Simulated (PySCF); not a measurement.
Question: Give a PBE0-D3(BJ)/def2-SVP geometry of `O=C(Cl)c1ccccc1`.

Answer: 
```
atom  x, y, z in Å
O1     2.8754   -1.0365   -0.8100
C2     2.3030   -0.1038   -0.3498
Cl3    3.2299    1.3556    0.1202
C4     0.8416   -0.0183   -0.1169
C5     0.2038    1.1110    0.4080
C6    -1.1762    1.1059    0.5863
C7    -1.9218   -0.0222    0.2454
C8    -1.2887   -1.1516   -0.2764
C9     0.0885   -1.1517   -0.4581
H10    0.7963    1.9878    0.6715
H11   -1.6728    1.9889    0.9939
H12   -3.0054   -0.0217    0.3866
H13   -1.8733   -2.0350   -0.5427
H14    0.6065   -2.0221   -0.8651
```

Any rigid rotation of these coordinates is as good. Atoms count from 1 in this order. The C–C distances run from 1.389 Å (C8–C9, aromatic) to 1.482 Å (C2–C4, drawn single), a spread of 0.093 Å. Of the pairs four or more bonds apart, Cl3···H10 is among the closest relative to their van der Waals radii: 2.57 Å, 87 % of the sum of Bondi's values. The 9 heavy atoms lie in one plane (0.008 Å rms). The 6-membered ring C4–C5–C6–C7–C8–C9 has internal angles of 119.8° to 120.2° (sum 720°, against 720° for a flat polygon); it is planar, 0.00 Å rms from its mean plane, widest ring torsion 0°.

Bonds between heavy atoms (Å): O1=C2 1.187, C2–Cl3 1.792, C2–C4 1.482, C4–C5 1.399, C5–C6 1.391, C6–C7 1.395, C7–C8 1.396, C8–C9 1.389, C4–C9 1.403.

Theory: PBE0-D3(BJ)/def2-SVP geometry optimisation, gas phase in PySCF 2.14.0.

Point group: Cs (every atom within 0.08 Å of its image). Stationary, but not proved a minimum. One conformer, not necessarily the lowest (O1–C2–C4–C5 -179°).

Time: 2.2 min of wall time; peak memory 0.62 GiB. Hardware: Arm Neoverse V1, one thread (shared host). These figures are those of the optimisation.
